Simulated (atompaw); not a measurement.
# Before and after: PAW (atompaw) potential for manganese

```
Element                 : manganese
Generator               : atompaw 4.2.0.5
Type                    : PAW
Functional              : LDA (PW92)
Relativity              : scalar-relativistic
Frozen core             : [Ar]
Valence charge          : 7
Reference configuration : 3d5 4s1.75 4p0.25
Partial waves           : 4s (bound): rc 3.00 bohr; 4s channel at 0.6 Ry: rc 3.00 bohr; 4p (bound): rc 3.00 bohr; 4p channel at 3.95 Ry: rc 3.00 bohr; 3d (bound): rc 1.80 bohr; 3d channel at -0.1 Ry: rc 1.80 bohr
Local potential         : vpsmatchnc scheme with l = 3 at 0 Ry, radius 2.70 bohr
Core correction         : smooth core density matched at 2.60 bohr
Augmentation charge     : sinc compensation charge, radius 2.20 bohr; PAW radius 3.00 bohr; waves and projectors: custom polynom2 7 10 vanderbiltortho
```

All-electron outer shells of the reference configuration (LDA (PW92), scalar-relativistic, ld1.x):

```json
{"shell": "3s", "level (eV)": "-85.83", "outermost node (bohr)": "0.34", "outermost maximum (bohr)": "0.74"}
{"shell": "3p", "level (eV)": "-54.92", "outermost node (bohr)": "0.31", "outermost maximum (bohr)": "0.75"}
{"shell": "3d", "level (eV)": "-7.42", "outermost node (bohr)": "–", "outermost maximum (bohr)": "0.75"}
{"shell": "4s", "level (eV)": "-5.56", "outermost node (bohr)": "1.05", "outermost maximum (bohr)": "2.47"}
{"shell": "4p", "level (eV)": "-1.69", "outermost node (bohr)": "1.16", "outermost maximum (bohr)": "3.34"}
```

Change: local potential bessel scheme, radius 2.70 bohr.

Cutoffs: the cutoffs (Ry, on a coarse ladder) from which the occupation-weighted sum of valence levels, in a spherical-Bessel basis at the reference potential, stays within 10 and 1 mRy of its value at 400 Ry; they do not see the model core or the augmentation charge, which bear on the density cutoff.

What does the change do?

The potential gets neither clearly harder nor softer (25 Ry and 110 Ry → 25 Ry and 110 Ry); the range in which the s phases agree widens (upper end 1.0 → 2.4); neither file shows a bound ghost.

```csv
quantity,base,changed
"cutoff, loose",25 Ry,25 Ry
"cutoff, tight",110 Ry,110 Ry
bound ghosts,none,none
s: phases at 3.00 bohr within 0.05 rad from the reference energy up to (Ry; the scan ends near 5),1.0,2.4
p: phases at 3.00 bohr within 0.05 rad from the reference energy up to (Ry; the scan ends near 5),4.3,to the end of the scan
d: phases at 3.00 bohr within 0.05 rad from the reference energy up to (Ry; the scan ends near 5),3.7,3.6
lowest overlap eigenvalue by channel,"s 0.86, p 0.75, d 0.95","s 0.85, p 0.75, d 0.99"
```

 The cutoffs see the waves, projectors and local potential, not the compensation charge or the core.
